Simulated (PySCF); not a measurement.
System: F₂Sn, singlet: symmetric bend, bond length relaxed. Scanned: F-Sn-F angle. Other coordinates (Sn-F bond length) were minimised at B3LYP/def2-TZVP.

Method: CCSD(T) on RHF/def2-TZVP, 6 core orbitals frozen, def2 effective core potentials past Kr in PySCF 2.14.0.

Scanned values (°): 180, 170, 160, 150, 140, 130, 120, 110, 100, 90, 80.

Task: At which scan points does the profile have its minima and maxima, and how high do they lie?

Result: Lower than their neighbours: 100° (0.0 kcal/mol). Higher than their neighbours: 180° (35.9 kcal/mol, end of the scan), 80° (4.6 kcal/mol, end of the scan). The whole profile spans 35.9 kcal/mol.
